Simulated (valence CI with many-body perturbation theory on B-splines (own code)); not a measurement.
Energy levels of Pm⁵⁴⁺

Calculated by configuration interaction combined with many-body perturbation theory (CI+MBPT): five valence electrons over a frozen Dirac-Fock core [He], a basis of 11 s, 11 p, 10 d, 8 f, 5 g, 2 h functions for each j, with the one-electron correlation potential Σ1 (screened to all orders), the two-electron term Σ2, the three-electron term Σ3, Breit, model QED; selected single and double excitations, second order for the rest, scaled by the run's own slope (own B-spline code, finite nucleus).

No measured spectrum was set against this ion. As an estimate, large intervals hold to a few tenths of a per cent, small ones and those within an open d or f shell to about a per cent. Among the levels kept, up to 7300 cm⁻¹ of a level comes from second order outside the variational space, and about a tenth of that is noise between levels of different J, which matters for small intervals.

Levels 91 to 135 of 197, with energies above the lowest level, (2s^2 2p1/2^2 2p3/2) J=3/2. "Leading %" is the weight of the configuration and term that name the level; weights of strongly mixed levels are sums over their largest components and can fall short. In the jj column 3d3/2^4 stands for four electrons in 3d with j = 3/2. Lifetimes count E1, E2, E3, M1 and M2 decay at the calculated energies, and are blank where another channel may lead or the interval is too uncertain; long ones can be off by a factor of two.

| No. | Configuration | Term | J | E (eV) | Leading % | Lifetime | Leading jj |
| --- | --- | --- | --- | --- | --- | --- | --- |
| 91 | 2s²2p²3p | ²P° | 1/2 | 7350.5 | 51 | 112 fs | 2s^2 2p3/2^2 3p3/2 (89 %) |
| 92 | 2s²2p²3p | ²D° | 5/2 | 7356.0 | 42 | 50.6 fs | 2s^2 2p3/2^2 3p3/2 (80 %) |
| 93 | 2s2p³3p | ⁶P | 3/2 | 7357.8 | 40 | 13.0 fs | 2s 2p1/2 2p3/2^2 3p1/2 (99 %) |
| 94 | 2s²2p²3p | ⁴D° | 7/2 | 7358.4 | 57 | 138 fs | 2s^2 2p3/2^2 3p3/2 (89 %) |
| 95 | 2s2p³3s | ⁴P° | 1/2 | 7367.6 | 83 | 16.3 fs | 2s 2p1/2 2p3/2^2 3s (99 %) |
| 96 | 2s2p³3p | ⁴F | 5/2 | 7368.6 | 29 | 6.48 fs | 2s 2p1/2 2p3/2^2 3p1/2 (99 %) |
| 97 | 2s2p³3s | ²D° | 3/2 | 7380.5 | 32 | 20.3 fs | 2s 2p1/2 2p3/2^2 3s (57 %) |
| 98 | 2s2p³3s | ⁴P° | 3/2 | 7385.3 | 37 | 21.7 fs | 2s 2p1/2 2p3/2^2 3s (73 %) |
| 99 | 2s2p³3s | ²S° | 1/2 | 7391.7 | 47 | 8.21 fs | 2s 2p1/2 2p3/2^2 3s (90 %) |
| 100 | 2s2p³3s | ²D° | 3/2 | 7394.4 | 41 | 19.2 fs | 2s 2p1/2 2p3/2^2 3s (92 %) |
| 101 | 2s2p³3p | ²F | 7/2 | 7398.4 | 41 | 3.68 fs | 2s 2p1/2 2p3/2^2 3p1/2 (98 %) |
| 102 | 2s2p³3s | ²D° | 5/2 | 7401.8 | 80 | 27.9 fs | 2s 2p1/2 2p3/2^2 3s (96 %) |
| 103 | 2s2p³3s | ²D° | 3/2 | 7407.1 | 32 | 17.5 fs | 2s 2p1/2 2p3/2^2 3s (53 %) |
| 104 | 2s2p³3s | ²P° | 1/2 | 7415.0 | 91 | 18.3 fs | 2s 2p1/2 2p3/2^2 3s (99 %) |
| 105 | 2s²2p²3p | ²P° | 3/2 | 7420.6 | 45 | 43.2 fs | 2s^2 2p3/2^2 3p3/2 (77 %) |
| 106 | 2s2p³3p | ⁴P | 5/2 | 7425.4 | 52 | 7.39 fs | 2s 2p1/2 2p3/2^2 3p1/2 (98 %) |
| 107 | 2s²2p²3d | ²D | 3/2 | 7445.6 | 27 | 1.31 fs | 2s^2 2p3/2^2 3d3/2 (86 %) |
| 108 | 2s2p³3p | ⁴D | 1/2 | 7446.7 | 65 | 7.44 fs | 2s 2p1/2 2p3/2^2 3p1/2 (95 %) |
| 109 | 2s²2p²3d | ⁴P | 1/2 | 7448.7 | 30 | 1.30 fs | 2s^2 2p3/2^2 3d3/2 (67 %) |
| 110 | 2s²2p²3d | ⁴D | 5/2 | 7449.1 | 27 | 1.55 fs | 2s^2 2p3/2^2 3d3/2 (88 %) |
| 111 | 2s²2p²3d | ²F | 7/2 | 7453.6 | 37 | 1.87 fs | 2s^2 2p3/2^2 3d3/2 (96 %) |
| 112 | 2s2p³3p | ⁴P | 1/2 | 7464.9 | 35 | 32.6 fs | 2s 2p1/2 2p3/2^2 3p1/2 (74 %) |
| 113 | 2s2p³3p | ⁴F | 3/2 | 7466.4 | 23 | 31.9 fs | 2s 2p1/2 2p3/2^2 3p1/2 (87 %) |
| 114 | 2s2p³3p | ²D | 3/2 | 7471.9 | 32 | 2.97 fs | 2s 2p1/2 2p3/2^2 3p1/2 (90 %) |
| 115 | 2s2p³3p | ²F | 5/2 | 7473.5 | 57 | 42.8 fs | 2s 2p1/2 2p3/2^2 3p1/2 (93 %) |
| 116 | 2s²2p²3d | ²F | 7/2 | 7478.9 | 52 | 436 fs | 2s^2 2p3/2^2 3d5/2 (98 %) |
| 117 | 2s²2p²3d | ⁴F | 9/2 | 7479.9 | 62 | 19.0 ps | 2s^2 2p3/2^2 3d5/2 (98 %) |
| 118 | 2s²2p²3d | ²P | 1/2 | 7492.7 | 49 | 2.15 fs | 2s^2 2p3/2^2 3d5/2 (93 %) |
| 119 | 2s²2p²3d | ²D | 3/2 | 7497.6 | 42 | 2.50 fs | 2s^2 2p3/2^2 3d3/2 (63 %) |
| 120 | 2s2p³3p | ²P | 3/2 | 7505.0 | 40 | 7.55 fs | 2s 2p1/2 2p3/2^2 3p1/2 (98 %) |
| 121 | 2s2p³3p | ⁴P | 1/2 | 7505.5 | 41 | 10.8 fs | 2s 2p1/2 2p3/2^2 3p1/2 (97 %) |
| 122 | 2s²2p²3d | ²D | 5/2 | 7512.3 | 58 | 1.33 fs | 2s^2 2p3/2^2 3d5/2 (94 %) |
| 123 | 2s²2p²3d | ²D | 3/2 | 7517.7 | 55 | 1.00 fs | 2s^2 2p3/2^2 3d5/2 (69 %) |
| 124 | 2s2p³3p | ⁶P | 7/2 | 7528.0 | 49 | 63.7 fs | 2s 2p1/2 2p3/2^2 3p3/2 (98 %) |
| 125 | 2s2p³3p | ⁴P | 5/2 | 7530.1 | 33 | 9.21 fs | 2s 2p1/2 2p3/2^2 3p3/2 (96 %) |
| 126 | 2s2p³3p | ⁴P | 1/2 | 7538.6 | 61 | 4.92 fs | 2s 2p1/2 2p3/2^2 3p3/2 (97 %) |
| 127 | 2s²2p²3d | ²D | 5/2 | 7540.6 | 65 | 1.62 fs | 2s^2 2p3/2^2 3d5/2 (97 %) |
| 128 | 2s2p³3p | ⁴P | 3/2 | 7561.1 | 47 | 4.72 fs | 2s 2p1/2 2p3/2^2 3p3/2 (98 %) |
| 129 | 2s2p³3p | ⁴F | 9/2 | 7567.8 | 99 | 811 fs | 2s 2p1/2 2p3/2^2 3p3/2 (99 %) |
| 130 | 2s2p³3p | ⁴D | 7/2 | 7569.2 | 64 | 11.7 fs | 2s 2p1/2 2p3/2^2 3p3/2 (99 %) |
| 131 | 2s2p³3p | ²P | 3/2 | 7575.6 | 60 | 4.89 fs | 2s 2p1/2 2p3/2^2 3p3/2 (92 %) |
| 132 | 2s2p³3p | ²D | 5/2 | 7594.7 | 57 | 4.66 fs | 2s 2p1/2 2p3/2^2 3p3/2 (91 %) |
| 133 | 2s2p³3d | ⁶D° | 3/2 | 7611.1 | 41 | 9.66 fs | 2s 2p1/2 2p3/2^2 3d3/2 (98 %) |
| 134 | 2s2p³3d | ⁶D° | 1/2 | 7612.5 | 46 | 8.34 fs | 2s 2p1/2 2p3/2^2 3d3/2 (98 %) |
| 135 | 2s2p³3d | ⁶D° | 5/2 | 7614.6 | 37 | 6.52 fs | 2s 2p1/2 2p3/2^2 3d3/2 (95 %) |
